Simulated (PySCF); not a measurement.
Correlation energy of Pd⁺ (palladium, charge +1)

[Kr] 4d8 5p1, one real determinant (an excited configuration). Calculation: PySCF 2.14, in x2c-TZVPPall (8s6p6d2f1g, 79 functions); the spin-free X2C one-electron Hamiltonian (Gaussian nucleus). Frozen: [Ar] 3d10; 17 electrons correlated.

```json
{"level": "CCSD", "correlation energy (mhartree)": "-515.72"}
{"level": "(T)", "correlation energy (mhartree)": "-12.87"}
{"level": "CCSD(T)", "correlation energy (mhartree)": "-528.59"}
```

Diagnostics: T1 = 0.012, D1 = 0.0605, largest double amplitude 0.029.

The real determinant used has ⟨L²⟩ near 14 against 20 for a pure G term, so it mixes terms.

Cost of the coupled-cluster step: about 50 core-seconds, for 17 correlated electrons.

Iterations:

```
CC2 = 0
CCSD nocc = (np.int64(10), np.int64(7)), nmo = (65, 65)
frozen orbitals [[0, 1, 2, 3, 4, 5, 6, 7, 8, 9, 10, 11, 12, 13], [0, 1, 2, 3, 4, 5, 6, 7, 8, 9, 10, 11, 12, 13]]
max_cycle = 100
direct = 0
conv_tol = 1e-08
conv_tol_normt = 1e-06
diis_space = 8
diis_start_cycle = 0
Init t2, MP2 energy = -0.51891087907149
Init E_corr(UCCSD) = -0.518910879072676
cycle = 1  E_corr(UCCSD) = -0.506459938072572  dE = 0.012450941  norm(t1,t2) = 0.0570785
cycle = 2  E_corr(UCCSD) = -0.514626900094699  dE = -0.00816696202  norm(t1,t2) = 0.0190859
cycle = 3  E_corr(UCCSD) = -0.514887250071558  dE = -0.000260349977  norm(t1,t2) = 0.0108576
cycle = 4  E_corr(UCCSD) = -0.515714818307776  dE = -0.000827568236  norm(t1,t2) = 0.00549825
cycle = 5  E_corr(UCCSD) = -0.515660594934762  dE = 5.4223373e-05  norm(t1,t2) = 0.00288101
cycle = 6  E_corr(UCCSD) = -0.515625659948601  dE = 3.49349862e-05  norm(t1,t2) = 0.00167883
cycle = 7  E_corr(UCCSD) = -0.515743831426843  dE = -0.000118171478  norm(t1,t2) = 0.000761427
cycle = 8  E_corr(UCCSD) = -0.515739966208651  dE = 3.86521819e-06  norm(t1,t2) = 0.000584145
cycle = 9  E_corr(UCCSD) = -0.51573227350224  dE = 7.69270641e-06  norm(t1,t2) = 0.00166833
cycle = 10  E_corr(UCCSD) = -0.51571035595692  dE = 2.19175453e-05  norm(t1,t2) = 0.000246455
cycle = 11  E_corr(UCCSD) = -0.515722349366334  dE = -1.19934094e-05  norm(t1,t2) = 0.000143508
cycle = 12  E_corr(UCCSD) = -0.515721259777518  dE = 1.08958882e-06  norm(t1,t2) = 7.31599e-05
cycle = 13  E_corr(UCCSD) = -0.515723184409107  dE = -1.92463159e-06  norm(t1,t2) = 2.24496e-05
cycle = 14  E_corr(UCCSD) = -0.515722690753917  dE = 4.9365519e-07  norm(t1,t2) = 1.03013e-05
cycle = 15  E_corr(UCCSD) = -0.515722514822089  dE = 1.75931828e-07  norm(t1,t2) = 3.80343e-06
cycle = 16  E_corr(UCCSD) = -0.51572256609259  dE = -5.12705007e-08  norm(t1,t2) = 1.4208e-06
cycle = 17  E_corr(UCCSD) = -0.515722547379176  dE = 1.87134143e-08  norm(t1,t2) = 7.32576e-07
cycle = 18  E_corr(UCCSD) = -0.515722546800154  dE = 5.79022386e-10  norm(t1,t2) = 1.96724e-06
cycle = 19  E_corr(UCCSD) = -0.515722569406816  dE = -2.26066628e-08  norm(t1,t2) = 7.48485e-07
cycle = 20  E_corr(UCCSD) = -0.515722566610735  dE = 2.79608148e-09  norm(t1,t2) = 1.85887e-07
UCCSD converged
E(UCCSD) = -5042.756131741112  E_corr = -0.5157225666107348
UCCSD(T) correction = -0.0128692506227381
```

The basis was made for the ground configuration and has no added diffuse functions, which can raise the energy of the promoted electron.

The reference is one real determinant that mixes LS terms of this configuration.

This basis was not built for core-valence correlation, so the inner-shell part is incomplete.
